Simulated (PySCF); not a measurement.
# Unknown compound

The spectra below were simulated for a compound C6H10ClFSi.

¹H NMR (400 MHz, computed): δ 4.72 (m, 1H), 3.93 (d, 3H), 2.75 (m, 1H), 1.81 (m, 1H), 1.23 (m, 1H), 1.02 (m, 1H), 0.86 (m, 1H), 0.82 (m, 1H).

¹³C{¹H} NMR (computed): δ 83.9, 50.2, 33.8, 23.1, 8.0, 7.7.

PySCF calculation with geometry from GFN2-xTB and σ from GIAO-PBE0/pcSseg-1; one conformer, no relativistic terms, rapidly exchanging positions averaged, gas phase.

References, each an isolated molecule treated in the same way: ¹H (31.72 ppm), ¹³C (186.93 ppm) against TMS.

Which candidate is it?
A. F[C@@H]1C[SiH2]CC/C1=C/Cl
B. C=C(F)C/C(Cl)=C/C[SiH3]
C. F[C@@H]1[C@@H]([C@@H]([SiH3])Cl)C12CC2

## Answers

C. 

- The formula gives 2 degrees of unsaturation (2 rings in the answer).
- 6 carbon signals for 6 carbons: no two carbons are equivalent.
- Carbon types of the structure: 1 × C, 3 × CH, 2 × CH2, leaving 3 H on heteroatoms.
- δC 83.9, 33.8, 23.1, 8.0, 7.7: three-membered-ring carbon.
- δC 50.2: sp3 CH bonded to Cl and Si; pulled downfield by the heteroatom.
- δH 4.72, 1.81, 1.23, 1.02, 0.86, 0.82: hydrogen on a three-membered-ring carbon.
- δH 3.93: hydrogen on a silicon bonded to C.
- δH 2.75: hydrogen on an sp3 CH bonded to Cl and Si; its carbon carries Cl, which withdraws density.

The others: F[C@@H]1C[SiH2]CC/C1=C/Cl would give 10 signals for carbon-bound and other non-exchanging H, not 8; C=C(F)C/C(Cl)=C/C[SiH3] would give 6 signals for carbon-bound and other non-exchanging H, not 8.

Carbons that carry Cl, above all several Cl atoms, come out too deshielded, partly because spin–orbit coupling is missing. Splittings by ¹⁹F in the carbon and heteronuclear signals aren't shown, as no couplings were computed. Shifts are as computed. Against solution values, carbons near 30 ppm lie about +3 ppm off and those near 130 ppm about +5 ppm; carbons on Cl a further +6 ppm. Of 1309 compounds with measured shifts, 239 miss one by over three times the rms of a fit or turn the order of signals round; such compounds aren't used in these exercises. No couplings were computed; multiplicities are counted from neighbouring protons, with m where these are inequivalent, close in shift, in a saturated or five-membered ring or joined by F or P, and br s for small geminal =CH2 splittings.
